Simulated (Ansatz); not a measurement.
Wavefunction ladder for CH8FNSi2 (`CN([SiH3])[SiH2]F`)

Z-matrix (Å, degrees):
```
C
N 1 1.464
H 1 1.095 2 110.8
H 1 1.093 2 110.7 3 -118.9
H 1 1.095 2 112.0 3 120.8
Si 2 1.734 1 115.9 3 -48.3
Si 2 1.705 1 119.0 3 138.4
H 6 1.489 2 111.2 1 -59.2
H 6 1.489 2 109.6 1 59.4
H 6 1.483 2 108.3 1 -179.9
F 7 1.603 2 112.7 1 77.2
H 7 1.478 2 109.1 1 -164.2
H 7 1.482 2 109.0 1 -39.3
```

The species carries charge 0 and has multiplicity 1. Geometry: relaxed with PBE0-D4/def2-TZVP. It is one conformer, not always the lowest. Frozen core, restricted reference, the Gaussian-basis code of Ansatz. CBS rows extrapolate triple and quadruple zeta; past MP2 they add the triple-zeta difference.

```csv
basis,HF (Eh),MP2 corr.,CCSD corr.,(T),CCSD(T) total
def2-TZVPP,?,?,-0.93880,-0.03207,?
def2-QZVPP,?,-0.95641,–,–,–
CBS(def2),-774.53076,?,-1.05917,as TZ,?
```

(1) Fill in the withheld values. (An estimate is asked.)

Answers

(1) Ansatz gave: def2-TZVPP HF (Eh): -774.49822; def2-TZVPP MP2 corr.: -0.88726; def2-TZVPP CCSD(T) total: -775.46909; def2-QZVPP HF (Eh): -774.52682; CBS(def2) MP2 corr.: -1.00763; CBS(def2) CCSD(T) total: -775.62200.
